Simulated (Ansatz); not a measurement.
This geometry of GeH4O3 + H2O (11 atoms, charge 0, multiplicity 1) is a first-order saddle point.

Level of theory: RKS PBE-D4/def2-SVP in Ansatz 0.2.0.

```xyz
11
Properties=species:S:1:pos:R:3
Ge 0.163 0.245 0.021
H -0.261 -0.062 1.900
O 1.744 -0.111 -0.745
H 1.678 -0.991 -1.167
O -0.925 1.425 -0.749
H -1.576 0.910 -1.265
O -0.625 -1.365 -0.267
H -1.196 -1.599 0.489
O 1.018 1.559 1.192
H 1.989 1.426 1.134
H 0.395 0.703 1.924
```

(1) Which two structures does it join? (They come from a converged band through this point; their orientation in space is the band's.)

(2) How far does it lie above each of them?

## Answers

(1) Bonds broken: Ge1–H2, O9–H11. Bonds formed: Ge1–O9, H2–H11. GeH4O3 + H2O becomes GeH4O4 + H2.

Initial state:

```xyz
11
Properties=species:S:1:pos:R:3
Ge -0.195 -0.038 0.274
H -0.501 -0.229 1.774
O 1.567 -0.284 -0.113
H 1.617 -0.858 -0.902
O -0.913 1.351 -0.586
H -1.533 0.957 -1.232
O -0.975 -1.386 -0.661
H -1.137 -2.163 -0.096
O 1.162 1.837 1.273
H 1.806 1.473 0.621
H 1.505 1.482 2.116
```

Final state:

```xyz
11
Properties=species:S:1:pos:R:3
Ge 0.247 0.396 -0.453
H -0.275 -0.273 3.366
O 1.529 -0.054 -1.608
H 1.694 -1.013 -1.524
O -0.970 1.453 -1.194
H -1.452 0.966 -1.889
O -0.425 -1.156 0.124
H -0.745 -1.053 1.041
O 0.886 1.368 0.900
H 1.862 1.340 0.880
H 0.054 0.168 2.824
```

(2) 34.1 kcal/mol above the first and 34.0 kcal/mol above the second. This is the barrier of this one path; another mechanism may lie lower. The orbitals stay closed-shell, which can raise the energy where a bond breaks towards radicals; this wasn't checked here.

Time of the run: 81 s on 4 threads of Arm Neoverse V2 (shared host), peak memory 0.17 GiB.
